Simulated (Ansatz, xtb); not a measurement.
# Redistribution: C4H4ClN + CBr2F2 → C4H4FN + CBr2ClF

Species: C4H4ClN `Clc1ccc[nH]1`, singlet; CBr2F2 (dibromodifluoromethane) `FC(F)(Br)Br`, singlet; C4H4FN `Fc1ccc[nH]1`, singlet; CBr2ClF (dibromochlorofluoromethane) `FC(Cl)(Br)Br`, singlet. The partners trade Cl for F; both sit on C, so the bond types are kept.

Shapes, held fixed at every level: PBE0-D4/def2-TZVP. Programs: Ansatz 0.2.0, xtb 6.7.1. The zero-point and thermal change to 298 K, harmonic and unscaled (PBE0-D4/def2-TZVP), is -1.3 kJ/mol.

Task: Estimate ΔH(298 K) of this reaction.

Result: The highest level, CCSD(T)/def2-TZVPP, gives ΔH(298 K) = +47.9 kJ/mol; the levels span +17.1 to +51.3. The column of differences is taken from that level and isn't an error. No measured value is set beside it here. Relativity is left out for Br unless named. Correlated rows may include outer-core shells of Br, which these sets cover unevenly.

```csv
level,kind,ΔH(298 K) (kJ/mol),less CCSD(T)/def2-TZVPP
GFN0-xTB,semi-empirical,+17.1,-30.8
r2SCAN-D4/def2-TZVPP,meta-GGA,+50.9,+3.0
BHLYP-D4/def2-TZVPP,global hybrid,+47.9,0.0
r2SCAN0-D4/def2-TZVPP,global hybrid,+51.3,+3.4
wB97M-V/def2-TZVPP,range-separated hybrid,+46.3,-1.6
B2PLYP/def2-TZVPP,double hybrid,+48.2,+0.3
CCSD(T)/def2-SVP,coupled cluster or CI,+48.7,+0.8
CCSD(T)/def2-TZVPP,coupled cluster or CI,+47.9,0.0
```
